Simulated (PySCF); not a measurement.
The calculation used core-valence-separated Tamm–Dancoff BHandHLYP/aug-pcX-1 (pcseg-1 on H, def2-SVPD on Si) in PySCF, non-relativistic, gas phase, PBE0-D3(BJ)/def2-SVP geometry. Absolute energies from this functional tend to lie a few eV below measured edges; no shift was applied.

Main lines of an unknown, eV (oscillator strength): C K: 283.7 (0.049), 283.9 (0.062), 284.4 (0.062), 284.5 (0.062), 285.5 (0.009); O K: 532.8 (0.032), 536.2 (0.005), 536.3 (0.006), 536.9 (0.004). Listed: the first five lines at most of each edge with a tenth or more of its strongest line's intensity; roots within 0.03 eV on the same or equivalent atoms are summed. Only the lowest roots were sought, and the top ones are left out.

Problem. Which candidate gives them?
A. `COC1=CC=C[SiH2]1`
B. `COC1=C[SiH2]C=C1`
C. `[SiH3]OC1=CC=CC1`
D. `[SiH3]Cc1ccoc1`

Solution. D. 

- `[SiH3]Cc1ccoc1`: C K: 283.7 (0.049), 283.9 (0.062), 284.4 (0.062), 284.5 (0.062), 285.5 (0.009); O K: 532.8 (0.032), 536.2 (0.005), 536.3 (0.006), 536.9 (0.004). First C line listed at 283.7 eV, hole on the aromatic CH carbon (1s→π*); first O line listed at 532.8 eV, hole on the furan-type oxygen.
- `COC1=CC=C[SiH2]1`: C K: 282.0 (0.045), 282.5 (0.055), 282.8 (0.041), 283.4 (0.061), 285.2 (0.010); O K: 532.8 (0.014), 534.3 (0.013), 534.7 (0.006), 535.6 (0.004), 536.0 (0.003). First C line listed at 282.0 eV, hole on the alkene CH carbon (1s→π*); first O line listed at 532.8 eV, hole on the ether oxygen.
- `[SiH3]OC1=CC=CC1`: C K: 282.6 (0.052), 282.9 (0.053), 283.2 (0.047), 284.2 (0.067), 285.6 (0.014); O K: 533.0 (0.011), 533.2 (0.012), 534.5 (0.007), 534.8 (0.009), 535.5 (0.002). First C line listed at 282.6 eV, hole on the alkene CH carbon (1s→π*); first O line listed at 533.0 eV, hole on the silyl ether oxygen.
- `COC1=C[SiH2]C=C1`: C K: 281.8 (0.053), 282.3 (0.036), 282.4 (0.057), 284.2 (0.064), 285.2 (0.007); O K: 532.9 (0.014), 534.5 (0.019), 534.8 (0.003), 535.7 (0.009). First C line listed at 281.8 eV, hole on the alkene CH carbon (1s→π*); first O line listed at 532.9 eV, hole on the ether oxygen.

One conformer each; other structures than these candidates weren't tested.

The values belong to the conformer `[SiH3:1][CH2:2][c:3]1[cH:4][cH:5][o:6][cH:7]1`: Si1–C2–C3–C4 74°.
